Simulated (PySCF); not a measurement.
**MAg for M along the chalcogens**

PBE with triple-zeta basis sets in PySCF, for the lowest determinant that a PBE0 search found; no spin–orbit coupling. De refers to high-spin ground-configuration atoms. A positive dipole means M(−)Ag(+).

| M | basis | state (unpaired electrons) | Re (Å) | ωe (cm⁻¹) | De (eV) | μ (D) |
| --- | --- | --- | --- | --- | --- | --- |
| O | x2c-TZVPPall | doublet (π ↑) | 1.977 | 485 | 2.38 | 4.27 |
| S | x2c-TZVPPall | doublet (π ↑) | 2.279 | 329 | 2.46 | 3.71 |
| Se | x2c-TZVPPall | doublet (π ↑) | 2.399 | 229 | 2.30 | 3.35 |

The shortest bond is that of AgO (1.977 Å), the longest that of AgSe (2.399 Å).

Down a group the atoms grow and get heavier, so bonds lengthen and wavenumbers fall; this series shows no clear exception.

These are scalar-relativistic numbers at best; spin–orbit coupling would shift them, the dissociation energy most. The state is the lowest single determinant that the PBE0 search found; with open d or f shells the true ground state can be another one.
